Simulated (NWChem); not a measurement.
Species: GaH, singlet; SMILES [GaH]

```xyz
2

Ga     0.0000     0.0000    -0.0517
H      0.0000     0.0000    -1.7341
```
Atoms are numbered in this order, from 1.

Low-valent species are run as closed-shell singlets; no triplet was tried in these runs. All runs use the structure optimised with PBE0-D3(BJ)/def2-TZVP.

List the 6 lowest vertical singlet excitations and the 6 lowest triplet ones from B3LYP/def2-SVP, full TDDFT (NWChem).


```tsv
state	energy (eV)	oscillator strength	leading excitation (squared amplitude)
S1	2.92	0.027	HOMO → LUMO (1.00)
S2	2.92	0.027	HOMO → LUMO+1 (1.00)
S3	7.63	0.213	HOMO → LUMO+3 (0.95)
S4	8.15	0.906	HOMO → LUMO+2 (0.94)
S5	8.49	0.404	HOMO−1 → LUMO (0.97)
S6	8.49	0.404	HOMO−1 → LUMO+1 (0.97)
T1	1.96	spin-forbidden	HOMO → LUMO (1.01)
T2	1.96	spin-forbidden	HOMO → LUMO+1 (1.01)
T3	5.60	spin-forbidden	HOMO → LUMO+2 (0.99)
T4	6.59	spin-forbidden	HOMO−1 → LUMO (0.99)
T5	6.59	spin-forbidden	HOMO−1 → LUMO+1 (0.99)
T6	7.31	spin-forbidden	HOMO → LUMO+3 (1.00)
```
